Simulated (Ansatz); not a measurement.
`[GeH3][S][GeH3]` + `[NH2][GeH2][F]` → `[F][GeH2][NH][GeH3]` + `[SH][GeH3]` at 700 K and 1 bar (ligand exchange at a Ge–S bond).

Program: Ansatz. Geometries: PBE0-D4/def2-TZVP. ΔE: electronic, gas phase. CCSD(T)/CBS adds triple-zeta CCSD(T) − MP2 to the extrapolated MP2 energy (def2 sets, frozen cores). For Ge outer-core shells are correlated without core-valence functions, which leaves a few kJ/mol of doubt a bond. Scalar relativity is left out up to krypton. Each species was taken in one conformer, which may not be the lowest.

```tsv
species	CCSD(T)/CBS energy (Eh)	H − E (kJ/mol)	S (J/(mol·K))
`[GeH3][S][GeH3]`	-4553.63258	201.9	468.2
`[NH2][GeH2][F]`	-2233.06137	170.6	376.2
`[F][GeH2][NH][GeH3]`	-4310.37685	232.5	490.2
`[SH][GeH3]`	-2476.30083	133.1	357.0
```

H − E and S are ideal-gas, rigid-rotor, harmonic terms from PBE0-D4/def2-TZVP, for one conformer and one mirror image of each species. 1 Eh = 2625.50 kJ/mol, R = 8.31446 J/(mol·K).

Problem. By hand: ΔE, ΔH, ΔS and ΔG.

Solution. ΔE = (-4310.37685) + (-2476.30083) − (-4553.63258) − (-2233.06137) = 0.01627 Eh = 42.7 kJ/mol. Δ(H − E) = 232.5 + 133.1 − 201.9 − 170.6 = -6.9, so ΔH = 35.8 kJ/mol. ΔS = 490.2 + 357.0 − 468.2 − 376.2 = 2.8 J/(mol·K). ΔG = 35.8 − 700 × (2.8)/1000 = 33.8 kJ/mol.

Problem. By hand: the equilibrium constant, and the temperature at which ΔG would vanish if ΔH and ΔS stayed fixed.

Solution. log₁₀ K = −ΔG/(RT ln 10) = -2.5. ΔG = 0 at ΔH/ΔS = 12786 K, far beyond where these terms or the molecules hold.

The number of gas molecules stays the same, so ΔS is small and ΔH decides. A doubt of 5 kJ/mol in ΔE shifts log₁₀ K by 0.4 here. Other conformers and mirror images would add mixing entropy, several J/(mol·K) or more a flexible species. Modes under 60 cm⁻¹, often nearly free rotors, make the harmonic entropy too high. These are equilibria of isolated gas molecules and say nothing of rates. Largest T1 diagnostic: 0.012 (customary marks: 0.02 for closed shells, 0.045 for open ones).
